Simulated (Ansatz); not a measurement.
Harmonic frequencies (cm⁻¹) at PBE0-D4/def2-TZVP from Ansatz: 55, 110, 142, 198, 232, 376, 434, 480, 580, 676, 734, 792, 820, 908, 924, 1102, 2205, 2233, 2354, 2439, 3884.

Each molecule was computed in one conformer, which needn't be the lowest.

Task: Which molecule is it?
A. `C[Te]BF`
B. `[BH2][SnH2][NH2]`
C. `C#CC1[SiH2]S1`
D. `OP[SiH2][SeH]`

Result: D.
